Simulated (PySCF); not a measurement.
C3H2F4, SMILES F/C=C/C(F)(F)F (connectivity only; charge and spin as stated), charge +1, multiplicity 2. Atoms are numbered in the order given.

```xyz
9

F      0.1821     2.8187     0.0000
C     -0.3159     1.6427     0.0000
C      0.5537     0.5222     0.0000
C      0.0121    -0.8981     0.0000
F      0.4753    -1.5023    -1.0977
F      0.4753    -1.5023     1.0977
F     -1.3245    -0.9085     0.0000
H     -1.4242     1.5821     0.0000
H      1.6515     0.6659     0.0000
```
Charge +1, spin multiplicity 2.

Coordinates come from a PBE-D3(BJ)/def2-SVP optimisation. The multiplicity is an assumed one; no other spin state was optimised.

The numbers are results of TDA-PBE/def2-SVPD run with PySCF, not measurements.

Vertical excitations. 

| state | energy (eV) | λ (nm) | f | main pairs |
|---|---|---|---|---|
| root 1 | 1.70 | 729 | 0.001 | β HOMO→LUMO 100 % |
| root 2 | 1.78 | 696 | 0.002 | β HOMO−1→LUMO 97 % |
| root 3 | 2.33 | 532 | 0.001 | β HOMO−2→LUMO 98 % |
| root 4 | 2.79 | 445 | 0.033 | β HOMO−3→LUMO 94 % |
| root 5 | 3.00 | 413 | 0.000 | β HOMO−4→LUMO 98 % |
| root 6 | 3.23 | 384 | 0.002 | β HOMO−5→LUMO 98 % |
| root 7 | 3.35 | 370 | 0.013 | β HOMO−6→LUMO 95 % |
| root 8 | 5.09 | 243 | 0.002 | β HOMO−7→LUMO 98 % |
| root 9 | 5.30 | 234 | 0.001 | α HOMO−1→LUMO 96 % |
| root 10 | 5.46 | 227 | 0.003 | α HOMO−2→LUMO 94 % |
Unrestricted roots are not spin-pure.
